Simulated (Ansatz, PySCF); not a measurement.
Reaction (SMILES): CCl (CH3Cl) → [CH2]Cl + H atom (the C-H bond at the site shown breaks; other sites are not compared here)
Each molecule is optimised on its own at B3LYP-D3(BJ)/def2-TZVP (Ansatz, a program for electronic structure).
Geometry of the first species:
```xyz
5

C      0.0082     0.0133    -1.1337
Cl    -0.0048    -0.0077     0.6605
H      0.0175     1.0478    -1.4634
H      0.8997    -0.5040    -1.4752
H     -0.8852    -0.4920    -1.4879
```

Wanted: bond dissociation energy (enthalpy at 298 K, with B3LYP-D3(BJ) rigid-rotor harmonic-oscillator terms from PySCF), in kJ/mol. Correlated levels leave the core frozen unless marked. Open shells are spin-unrestricted. No spin-orbit coupling. No relativistic terms. Basis-set limits of correlation are two-point, X^-3; Hartree-Fock from the larger set.

CCSD(T)/CBS(def2-TZVPPD,def2-QZVPPD) (Ansatz) gives 416.3 kJ/mol.

Question: Another calculation gave 396.9 kJ/mol. Which level was it?
A) PBE0/def2-TZVPD (Ansatz)
B) HF/def2-TZVPD (PySCF)
C) M06-2X/def2-TZVPD (PySCF)
D) SVWN5/def2-TZVPD (Ansatz)

Answer: A, PBE0/def2-TZVPD (Ansatz). The others give 413.2 (M06-2X), 439.6 (SVWN5), 314.4 (HF) kJ/mol.
